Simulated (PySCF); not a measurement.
Continuum solvent and chemical shifts

Numbering as in the mapped SMILES `[CH3:1][c:2]1[cH:3][c:4]([CH3:5])[nH+:6][c:7]([CH3:8])[cH:9]1`; H(Xn) means a hydrogen on atom n.

GIAO PBE0/pcSseg-1 in PySCF 2.14 on one PBE0-D3(BJ)/def2-SVP conformer, non-relativistic, equivalent nuclei averaged. Solvents enter as an IEF-PCM continuum (tetrahydrofuran with ε = 7.4, dichloromethane with ε = 8.9) around the gas-phase geometry. Shifts are referred to TMS computed in the same medium.

Gas phase, δ in ppm: C2 173.1, C4/C7 157.6, C3/C9 132.2, C1 24.9, C5/C8 22.0, H(N6) 9.03, H(C3)/H(C9) 7.58, H(C1) 2.92, H(C5)/H(C8) 2.91. Dipole moment 1.82 D.

Task: How does each δ change in the continuum?

Result: 
```tsv
atoms	environment	Δδ, tetrahydrofuran	Δδ, dichloromethane
C2	substituted aromatic carbon	-1.9	-2.0
C4/C7	substituted aromatic carbon next to a ring nitrogen	+1.7	+1.8
C3/C9	aromatic CH	+0.4	+0.4
C1	methyl carbon on an aromatic ring	-0.1	-0.1
C5/C8	methyl carbon on an aromatic ring	+0.4	+0.4
H(N6)	hydrogen on a cationic ring nitrogen	+0.73	+0.77
H(C3)/H(C9)	hydrogen on an aromatic CH	+0.05	+0.05
H(C1)	hydrogen on a methyl carbon on an aromatic ring	-0.13	-0.14
H(C5)/H(C8)	hydrogen on a methyl carbon on an aromatic ring	-0.04	-0.04
```

Changes are relative to the gas phase. The dipole moment becomes 2.52 D in tetrahydrofuran, 2.56 D in dichloromethane.

Task: Which nuclei move most (in ppm), and what does the model miss?

Result: C2 (substituted aromatic carbon, -2.0 ppm) in dichloromethane. A continuum only polarises the solute; specific hydrogen bonds, the anisotropy of aromatic solvents and changes of geometry or conformer are outside it, as are counter-ions.
